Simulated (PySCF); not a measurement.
What happened in this job?

A geometry optimisation on C2H6BrIn, SMILES `[CH3][In]([CH3])[Br]`. Level of theory: PySCF, PBE0-D3(BJ)/def2-SVP geometry optimisation, gas phase, def2 core potentials past Kr.

Driver input (Å, GFN2-xTB start):

```
{"job": {"xc": "PBE0", "basis": "def2-SVP", "d3": "d3bj", "grid": 1, "maxiter": 40, "kind": "geom"}, "charge": 0, "multiplicity": 1}
In    -0.3691    -0.6296    -0.0059
C      1.8602    -0.6847    -0.0005
H      2.1992    -0.2105     0.9185
H      2.2018    -0.0969    -0.8504
H      2.2471    -1.6980    -0.0641
C     -1.5072     1.2893     0.0040
H     -2.5808     1.1342     0.0695
H     -1.2607     1.8230    -0.9118
H     -1.1579     1.8675     0.8572
Br    -1.6326    -2.7943    -0.0165
```

Output:

```
step   0  E = -2843.39382351  max force = 0.021535
step   1  E = -2843.39700221  max force = 0.001820
step   2  E = -2843.39768973  max force = 0.000915
step   3  E = -2843.39810450  max force = 0.001606
step   4  E = -2843.39823327  max force = 0.001343
step   5  E = -2843.39824901  max force = 0.000616
step   6  E = -2843.39831217  max force = 0.000554
step   7  E = -2843.39833218  max force = 0.002277
step   8  E = -2843.39812660  max force = 0.003515
step   9  E = -2843.39819226  max force = 0.003359
step  10  E = -2843.39823762  max force = 0.003146
step  11  E = -2843.39827349  max force = 0.002831
step  12  E = -2843.39829887  max force = 0.002455
step  13  E = -2843.39831416  max force = 0.002024
step  14  E = -2843.39831961  max force = 0.001545
step  15  E = -2843.39831879  max force = 0.001295
step  16  E = -2843.39831754  max force = 0.001166
step  17  E = -2843.39831669  max force = 0.001100
step  18  E = -2843.39831622  max force = 0.001067
step  19  E = -2843.39831598  max force = 0.001052
step  20  E = -2843.39831585  max force = 0.001045
step  21  E = -2843.39831573  max force = 0.001039
step  22  E = -2843.39831562  max force = 0.001030
step  23  E = -2843.39831550  max force = 0.001023
step  24  E = -2843.39831539  max force = 0.001017
step  25  E = -2843.39831527  max force = 0.001010
step  26  E = -2843.39831515  max force = 0.001002
step  27  E = -2843.39831503  max force = 0.000995
step  28  E = -2843.39831490  max force = 0.000991
step  29  E = -2843.39831478  max force = 0.000989
step  30  E = -2843.39831465  max force = 0.000987
step  31  E = -2843.39831452  max force = 0.000985
step  32  E = -2843.39831439  max force = 0.000983
step  33  E = -2843.39831426  max force = 0.000981
step  34  E = -2843.39831413  max force = 0.000978
step  35  E = -2843.39831400  max force = 0.000976
step  36  E = -2843.39831386  max force = 0.000974
step  37  E = -2843.39831372  max force = 0.000972
step  38  E = -2843.39831358  max force = 0.000970
step  39  E = -2843.39831344  max force = 0.000968
step  40  E = -2843.39831330  max force = 0.000966
optimisation not converged
```

Energies are in Eh and forces in Eh/bohr.

Problem. Can the results be trusted, and what went wrong?

Solution. Not as they stand: step limit reached with the energy nearly constant. After 41 gradient evaluations the largest force component was 0.00097 Eh/bohr against a threshold of 0.00045, and over the last 5 steps the energy changed by 0.000 kcal/mol in all, within a range of 0.000 kcal/mol, the last step by 0.000 kcal/mol. The energy rose in 2 of the 40 steps.

Problem. How can it be mended?

Solution. Restart from the last geometry, if need be with a computed Hessian or a finer grid, and confirm the end point by frequencies.
